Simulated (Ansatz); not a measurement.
Isolated molecules relaxed with PBE0-D4/def2-TZVP in Ansatz; ΔE leaves out vibrations. CCSD(T)/CBS adds triple-zeta CCSD(T) − MP2 to the extrapolated MP2 energy (def2 sets, frozen cores). This one scheme is used for every species. DFT in def2-TZVPP. B3LYP here is the variant with VWN-RPA as its local correlation; programs differ in this. Each species was taken in one conformer, which may not be the lowest.

`CNBCN` + H–F → `CNBF` + CH₃NH₂  (ligand exchange at a B–C bond)

`CNBCN`:

Z-matrix (Å, degrees):
```
C
N 1 1.443
H 1 1.095 2 111.8
H 1 1.090 2 108.9 3 119.4
H 1 1.095 2 111.6 3 -121.1
B 2 1.388 1 126.9 3 -117.3
H 2 1.009 1 113.9 3 61.4
C 6 1.578 2 120.8 1 176.3
H 6 1.201 2 118.0 1 -2.4
N 8 1.460 6 113.0 2 150.4
H 8 1.105 6 110.7 2 21.3
H 8 1.100 6 105.6 2 -92.2
H 10 1.011 8 110.9 6 -56.4
H 10 1.012 8 111.3 6 -175.4
```

H–F:

Cartesian coordinates in Å:
```
F 0.221 -0.052 0.400
H -0.221 0.052 -0.400
```

`CNBF`:

Z-matrix (Å, degrees):
```
C
N 1 1.443
H 1 1.094 2 111.7
H 1 1.090 2 109.1 3 119.3
H 1 1.094 2 111.7 3 -121.4
B 2 1.388 1 126.0 3 -119.3
H 2 1.009 1 115.3 3 60.7
F 6 1.340 2 119.2 1 -180.0
H 6 1.197 2 121.7 1 0.0
```

CH₃NH₂:

Z-matrix (Å, degrees):
```
C
N 1 1.453
H 1 1.092 2 109.4
H 1 1.100 2 115.4 3 -121.6
H 1 1.092 2 109.4 3 116.8
H 2 1.012 1 110.6 3 62.6
H 2 1.012 1 110.6 3 -179.3
```

CCSD(T)/CBS gives -137.8 kJ/mol.

Task: Another level gave -141.6 kJ/mol. Which?
A. B3LYP/def2-TZVPP
B. B3LYP-D4/def2-TZVPP
C. PBE-D4/def2-TZVPP
D. CCSD(T)/def2-TZVPP

Result: D. CCSD(T)/def2-TZVPP -141.6, B3LYP-D4 -148.5, PBE-D4 -137.6, B3LYP -155.9 kJ/mol.

Largest T1 diagnostic among the species: 0.012.

In def2-TZVPP, CCSD(T) changes the Hartree–Fock value by +28.5 kJ/mol (the triples alone add +3.3 kJ/mol) and MP2 by +30.2 kJ/mol. The D4 term adds +7.4 kJ/mol with B3LYP and +4.3 kJ/mol with PBE0; it sums over pairs of atoms, weighted by their polarisabilities, and B3LYP, whose exchange is more repulsive, gets the larger term.
